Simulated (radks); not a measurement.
Initial-state core-level shifts of the lutetium ion Lu3+ when its valence configuration changes from [Xe] 4f14. Calculated with a radial shooting solver on a logarithmic mesh with Libxc functionals: scalar-relativistic Kohn-Sham, PBE, spin-unpolarised, spherical densities, finite nucleus; Fermi nuclear charge, rms radius 5.37 fm. Shifts are changes of the shell-averaged eigenvalues in eV (positive: less bound); the change of the density at the nucleus, which sets a Mossbauer isomer shift, is in e/bohr^3, on a base of 1.177e+06.

| valence | 2s | 4p | 4d | 5p | density at nucleus |
|---|---|---|---|---|---|
| 4f13 5d1 | -8.669 | -8.973 | -8.680 | -3.627 | +48.3 |
| 4f13 6s1 | -12.036 | -12.253 | -11.977 | -6.576 | +155.9 |
| 4f12 5d2 | -18.185 | -18.667 | -18.021 | -7.221 | +103.2 |
| 4f12 5d1 6p1 | -23.089 | -23.470 | -22.836 | -11.537 | +113.6 |
| 4f13 6p1 | -13.403 | -13.621 | -13.344 | -7.869 | +57.9 |
| 4f12 6p2 | -28.150 | -28.396 | -27.772 | -15.852 | +126.1 |
| 4f11 5d2 6p1 | -33.522 | -33.898 | -32.855 | -15.152 | +175.0 |
| 4f11 5d2 6s1 | -32.192 | -32.564 | -31.524 | -13.890 | +284.7 |
